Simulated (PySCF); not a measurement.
In(Cl)(NH2)2 (ClH4InN2), SMILES [Cl][In]([NH2])[NH2].

Coordinates come from a PBE0-D3(BJ)/def2-SVP optimisation. The structure was generated by enumeration; whether it is a known compound was not checked. The def2 effective core potentials stand for the cores of In; spin–orbit coupling is left out. Other conformers were not sampled.

Level of theory: PySCF with PBE0-D3(BJ)/def2-SVP.

Frequencies are harmonic and unscaled.

Question: List the normal modes with their intensities. (An estimate is asked for; the answer gives what the named calculation found.)

Answer: 
```json
[
 {"mode": "1", "ν (cm⁻¹)": "106", "IR (km/mol)": "5.7", "Raman (Å⁴/amu)": "3.0", "depolarisation": "0.75", "moving atoms (share of kinetic energy)": "N 39 %, Cl 34 %, In 15 %, H 12 %"},
 {"mode": "2", "ν (cm⁻¹)": "115", "IR (km/mol)": "5.1", "Raman (Å⁴/amu)": "3.3", "depolarisation": "0.75", "moving atoms (share of kinetic energy)": "N 63 %, H 23 %, In 11 %"},
 {"mode": "3", "ν (cm⁻¹)": "134", "IR (km/mol)": "6.2", "Raman (Å⁴/amu)": "1.2", "depolarisation": "0.11", "moving atoms (share of kinetic energy)": "N 48 %, In 32 %, H 13 %"},
 {"mode": "4", "ν (cm⁻¹)": "189", "IR (km/mol)": "1.2", "Raman (Å⁴/amu)": "0.5", "depolarisation": "0.75", "moving atoms (share of kinetic energy)": "H 97 %"},
 {"mode": "5", "ν (cm⁻¹)": "255", "IR (km/mol)": "40.8", "Raman (Å⁴/amu)": "0.4", "depolarisation": "0.33", "moving atoms (share of kinetic energy)": "H 93 %"},
 {"mode": "6", "ν (cm⁻¹)": "361", "IR (km/mol)": "40.5", "Raman (Å⁴/amu)": "10.2", "depolarisation": "0.13", "moving atoms (share of kinetic energy)": "Cl 76 %, In 19 %"},
 {"mode": "7", "ν (cm⁻¹)": "414", "IR (km/mol)": "96.8", "Raman (Å⁴/amu)": "0.1", "depolarisation": "0.75", "moving atoms (share of kinetic energy)": "H 71 %, N 28 %"},
 {"mode": "8", "ν (cm⁻¹)": "442", "IR (km/mol)": "215.8", "Raman (Å⁴/amu)": "23.4", "depolarisation": "0.04", "moving atoms (share of kinetic energy)": "H 61 %, N 36 %"},
 {"mode": "9", "ν (cm⁻¹)": "607", "IR (km/mol)": "39.1", "Raman (Å⁴/amu)": "21.6", "depolarisation": "0.19", "moving atoms (share of kinetic energy)": "N 64 %, H 32 %"},
 {"mode": "10", "ν (cm⁻¹)": "638", "IR (km/mol)": "32.7", "Raman (Å⁴/amu)": "6.9", "depolarisation": "0.75", "moving atoms (share of kinetic energy)": "N 60 %, H 22 %, In 17 %"},
 {"mode": "11", "ν (cm⁻¹)": "769", "IR (km/mol)": "11.0", "Raman (Å⁴/amu)": "0.1", "depolarisation": "0.75", "moving atoms (share of kinetic energy)": "H 91 %, N 9 %"},
 {"mode": "12", "ν (cm⁻¹)": "820", "IR (km/mol)": "72.0", "Raman (Å⁴/amu)": "0.8", "depolarisation": "0.57", "moving atoms (share of kinetic energy)": "H 88 %, N 11 %"},
 {"mode": "13", "ν (cm⁻¹)": "1519", "IR (km/mol)": "9.1", "Raman (Å⁴/amu)": "3.8", "depolarisation": "0.75", "moving atoms (share of kinetic energy)": "H 91 %, N 9 %"},
 {"mode": "14", "ν (cm⁻¹)": "1531", "IR (km/mol)": "16.0", "Raman (Å⁴/amu)": "2.6", "depolarisation": "0.68", "moving atoms (share of kinetic energy)": "H 92 %, N 8 %"},
 {"mode": "15", "ν (cm⁻¹)": "3571", "IR (km/mol)": "34.7", "Raman (Å⁴/amu)": "12.9", "depolarisation": "0.75", "moving atoms (share of kinetic energy)": "H 96 %"},
 {"mode": "16", "ν (cm⁻¹)": "3572", "IR (km/mol)": "5.0", "Raman (Å⁴/amu)": "330.0", "depolarisation": "0.08", "moving atoms (share of kinetic energy)": "H 96 %"},
 {"mode": "17", "ν (cm⁻¹)": "3679", "IR (km/mol)": "9.8", "Raman (Å⁴/amu)": "84.7", "depolarisation": "0.75", "moving atoms (share of kinetic energy)": "H 91 %, N 9 %"},
 {"mode": "18", "ν (cm⁻¹)": "3679", "IR (km/mol)": "36.1", "Raman (Å⁴/amu)": "116.9", "depolarisation": "0.74", "moving atoms (share of kinetic energy)": "H 91 %, N 9 %"}
]
```
